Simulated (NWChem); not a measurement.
System: C₂H₄AlCl; SMILES C=[CH][AlH][Cl]

NWChem input:

```
start job
memory heap 200 mb stack 900 mb global 1100 mb
geometry units angstroms noautosym nocenter noautoz
  Al    -0.933765     0.063970     0.000000
  H     -2.439838     0.539207     0.000000
  Cl     0.561373     1.558623     0.000000
  C     -0.323425    -1.773484     0.000000
  C      0.983385    -2.085216     0.000000
  H     -1.035330    -2.611493     0.000000
  H      1.343430    -3.122242     0.000000
  H      1.762231    -1.312543     0.000000
end
basis spherical
  * library sto-3g
end
dft
  xc hfexch
  iterations 150
end
property
  shielding
end
task dft property
```

Excerpt of the output:

```
             Northwest Computational Chemistry Package (NWChem) 7.3.0
             --------------------------------------------------------

                             Geometry "geometry" -> ""
                             -------------------------

 Output coordinates in angstroms (scale by  1.889725989 to convert to a.u.)

  No.       Tag          Charge          X              Y              Z
 ---- ---------------- ---------- -------------- -------------- --------------
    1 Al                  13.0000    -0.93376500     0.06397000     0.00000000
    2 H                    1.0000    -2.43983800     0.53920700     0.00000000
    3 Cl                  17.0000     0.56137300     1.55862300     0.00000000
    4 C                    6.0000    -0.32342500    -1.77348400     0.00000000
    5 C                    6.0000     0.98338500    -2.08521600     0.00000000
    6 H                    1.0000    -1.03533000    -2.61149300     0.00000000
    7 H                    1.0000     1.34343000    -3.12224200     0.00000000
    8 H                    1.0000     1.76223100    -1.31254300     0.00000000

 Effective nuclear repulsion energy (a.u.)     172.0676864804

  xc_inp: hfexch multiplicative factor not found.
                              NWChem Property Module
                              ----------------------

  itol2e modified to match energy
  convergence criterion.

                                 NWChem DFT Module
                                 -----------------

 Summary of "ao basis" -> "ao basis" (spherical)
 ------------------------------------------------------------------------------
       Tag                 Description            Shells   Functions and Types
 ---------------- ------------------------------  ------  ---------------------
 Al                          sto-3g                  5        9   3s2p
 H                           sto-3g                  1        1   1s
 Cl                          sto-3g                  5        9   3s2p
 C                           sto-3g                  3        5   2s1p

  itol2e modified to match energy
  convergence criterion.

            General Information
            -------------------
          SCF calculation type: DFT
          Wavefunction type:  closed shell.
          No. of atoms     :     8
          No. of electrons :    46
           Alpha electrons :    23
            Beta electrons :    23
          Charge           :     0
          Spin multiplicity:     1
          Use of symmetry is: off; symmetry adaption is: off
          Maximum number of iterations: 150
          AO basis - number of functions:    32
                     number of shells:    20
          Convergence on energy requested:  1.00D-07
          Convergence on density requested:  1.00D-05
          Convergence on gradient requested:  5.00D-04

              XC Information
              --------------
                     Hartree-Fock (Exact) Exchange  1.000

      Superposition of Atomic Density Guess
      -------------------------------------

 Sum of atomic energies:        -769.63992341

      Non-variational initial energy
      ------------------------------

 Total energy =    -769.888927
 1-e energy   =   -1413.143189
 2-e energy   =     471.186575
 HOMO         =      -0.128924
 LUMO         =       0.226351

   convergence    iter        energy       DeltaE   RMS-Dens  Diis-err
 ---------------- ----- ----------------- --------- --------- ---------
 d= 0,ls=0.0,diis     1   -770.7329326328 -9.43D+02  2.18D-02  2.04D-01
 d= 0,ls=0.0,diis     2   -770.7837418847 -5.08D-02  4.22D-03  8.22D-03
 d= 0,ls=0.0,diis     3   -770.7859053215 -2.16D-03  1.34D-03  5.93D-04
 d= 0,ls=0.0,diis     4   -770.7860569667 -1.52D-04  2.61D-04  6.27D-05
 d= 0,ls=0.0,diis     5   -770.7860684069 -1.14D-05  7.74D-05  3.16D-06
 d= 0,ls=0.0,diis     6   -770.7860692043 -7.97D-07  3.20D-05  2.12D-07
 d= 0,ls=0.0,diis     7   -770.7860692962 -9.20D-08  6.81D-06  1.61D-08

[...]

          -----------------------------------------
          Chemical Shielding Tensors (GIAO, in ppm)
          -----------------------------------------

                                NWChem CPHF Module
                                ------------------

  scftype          =     RHF
  nclosed          =       23
  nopen            =        0
  variables        =      207
  # of vectors     =        3
  tolerance        = 0.10D-03
  level shift      = 0.00D+00
  max iterations   =       50
  max subspace     =       30

 SCF residual:    4.9244300311278779E-005

Iterative solution of linear equations
  No. of variables      207
  No. of equations        3
  Maximum subspace       30
        Iterations       50
       Convergence  1.0D-04

   iter   nsub   residual    time
   ----  ------  --------  ---------
     1      3    1.64D+00       5.1
     2      6    3.43D-01       5.6
     3      9    3.17D-02       6.2
     4     12    7.04D-03       6.6
     5     15    7.97D-04       6.9
     6     18    8.73D-05       7.2

      Atom:    1  Al
        Diamagnetic
    778.9103      3.0197     -0.0000
      3.0197    782.6014     -0.0000
     -0.0000     -0.0000    780.0686

        Paramagnetic
   -372.9874    -46.6247     -0.0000
    -46.6247   -383.8254     -0.0000
     -0.0000     -0.0000   -304.4896

        Total Shielding Tensor
    405.9229    -43.6050     -0.0000
    -43.6050    398.7759     -0.0000
     -0.0000     -0.0000    475.5790

           isotropic =     426.7593
          anisotropy =      73.2295

          Principal Components and Axis System
                 1           2           3
              475.5790    446.1006    358.5982

      1         0.0000      0.7354      0.6776
      2         0.0000     -0.6776      0.7354
      3         1.0000      0.0000      0.0000

      Atom:    2  H
        Diamagnetic
     37.5740     -2.3944     -0.0000
     -2.3944     28.6661     -0.0000
     -0.0000     -0.0000     26.8700

        Paramagnetic
     -3.0851      1.2015     -0.0000
      1.2015     -0.3696      0.0000
     -0.0000      0.0000      0.3047

        Total Shielding Tensor
     34.4888     -1.1929     -0.0000
     -1.1929     28.2964      0.0000
     -0.0000      0.0000     27.1748

           isotropic =      29.9867
          anisotropy =       7.0860

          Principal Components and Axis System
                 1           2           3
               34.7107     28.0746     27.1748

      1         0.9831      0.1828      0.0000
      2        -0.1828      0.9831      0.0000
      3         0.0000      0.0000      1.0000

      Atom:    3  Cl
        Diamagnetic
   1131.7606      3.5956      0.0000
      3.5956   1133.9015      0.0000
      0.0000      0.0000   1128.1907

        Paramagnetic
     -3.6098    -35.4168      0.0000
    -35.4168    -13.3886      0.0000
      0.0000      0.0000    202.5746

        Total Shielding Tensor
   1128.1508    -31.8211      0.0000
    -31.8211   1120.5129      0.0000
      0.0000      0.0000   1330.7652

           isotropic =    1193.1430
          anisotropy =     206.4334

          Principal Components and Axis System
                 1           2           3
             1330.7652   1156.3813   1092.2824

      1         0.0000      0.7481      0.6636
      2         0.0000     -0.6636      0.7481
      3         1.0000      0.0000      0.0000

      Atom:    4  C
        Diamagnetic
    262.5215     -3.0141      0.0000
     -3.0141    261.7561     -0.0000
      0.0000     -0.0000    239.2858

        Paramagnetic
   -175.5757    -49.2881     -0.0000
    -49.2881   -256.6156      0.0000
     -0.0000      0.0000      3.0623

        Total Shielding Tensor
     86.9458    -52.3022     -0.0000
    -52.3022      5.1404      0.0000
     -0.0000      0.0000    242.3481

           isotropic =     111.4781
          anisotropy =     196.3050

          Principal Components and Axis System
                 1           2           3
              242.3481    112.4401    -20.3538

      1         0.0000      0.8989      0.4382
      2         0.0000     -0.4382      0.8989
      3         1.0000      0.0000      0.0000

      Atom:    5  C
        Diamagnetic
    263.2936     -3.1634      0.0000
     -3.1634    258.5264     -0.0000
      0.0000     -0.0000    240.0167

        Paramagnetic
   -133.8101    -36.8074      0.0000
    -36.8074   -264.7611     -0.0000
      0.0000     -0.0000    -21.1778

        Total Shielding Tensor
    129.4836    -39.9708      0.0000
    -39.9708     -6.2347     -0.0000
      0.0000     -0.0000    218.8389

           isotropic =     114.0292
          anisotropy =     157.2145

          Principal Components and Axis System
                 1           2           3
              218.8389    140.3805    -17.1317

      1         0.0000      0.9648      0.2630
      2         0.0000     -0.2630      0.9648
      3         1.0000      0.0000      0.0000

      Atom:    6  H
        Diamagnetic
     34.3768      7.5404      0.0000
      7.5404     36.6210     -0.0000
      0.0000     -0.0000     24.1117

        Paramagnetic
     -6.4879     -9.9135     -0.0000
     -9.9135    -11.8568     -0.0000
     -0.0000     -0.0000      2.4149

        Total Shielding Tensor
     27.8889     -2.3731     -0.0000
     -2.3731     24.7642     -0.0000
     -0.0000     -0.0000     26.5266

           isotropic =      26.3932
          anisotropy =       4.1618

          Principal Components and Axis System
                 1           2           3
               29.1677     26.5266     23.4853

      1         0.8803      0.0000      0.4744
      2        -0.4744      0.0000      0.8803
      3         0.0000      1.0000      0.0000

      Atom:    7  H
        Diamagnetic
     29.5356     -6.0168     -0.0000
     -6.0168     39.9069     -0.0000
     -0.0000     -0.0000     24.5295

[...]
```

Level: Hartree-Fock/STO-3G, GIAO. STO-3G and 3-21G are far too small for this property and stand as cheap habits. The geometry was optimised at PBE0/def2-SVP. The printed shielding anisotropy is the first printed principal value minus the mean of the other two.
